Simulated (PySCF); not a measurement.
C4H6BF, SMILES C#CB(F)CC.

Geometry: PBE-D3(BJ)/def2-SVP. This is a generated structure with no PubChem entry under its InChIKey; it may be hypothetical. The values are those of a single conformer.

All values below come from TDDFT-PBE/def2-SVPD (PySCF).

Vertical excitations. The molecule is in vacuum. State labels are in the subgroup Cs.

**Question.** List the lowest excited states. (Estimate from the structure and the level; the computed values follow.)

**Answer.** 
```
state  symmetry  energy (eV)  λ (nm)      f                            main pairs
-----  --------  -----------  ------  -----  ------------------------------------
S1           A"         4.63     268  0.000                       HOMO→LUMO 100 %
S2           A"         5.17     240  0.001                     HOMO−2→LUMO 100 %
S3           A'         5.65     219  0.081    HOMO−1→LUMO 77 %, HOMO→LUMO+1 19 %
S4           A'         5.92     209  0.008                      HOMO−3→LUMO 95 %
S5           A"         6.44     193  0.000                     HOMO−4→LUMO 100 %
S6           A"         6.88     180  0.001                   HOMO−1→LUMO+1 100 %
S7           A'         6.96     178  0.047  HOMO−2→LUMO+1 81 %, HOMO→LUMO+1 14 %
S8           A'         7.10     175  0.032                      HOMO→LUMO+2 97 %
S9           A"         7.17     173  0.000                      HOMO−5→LUMO 99 %
S10          A"         7.48     166  0.016                   HOMO−1→LUMO+2 100 %
T1           A'         4.21     294      0                      HOMO−1→LUMO 96 %
T2           A"         4.26     291      0                        HOMO→LUMO 98 %
T3           A"         4.83     257      0                      HOMO−2→LUMO 99 %
T4           A'         5.39     230      0                      HOMO→LUMO+1 89 %
```
Triplets are in the Tamm–Dancoff approximation, which puts them higher than full response would, so one can lie above its singlet here.
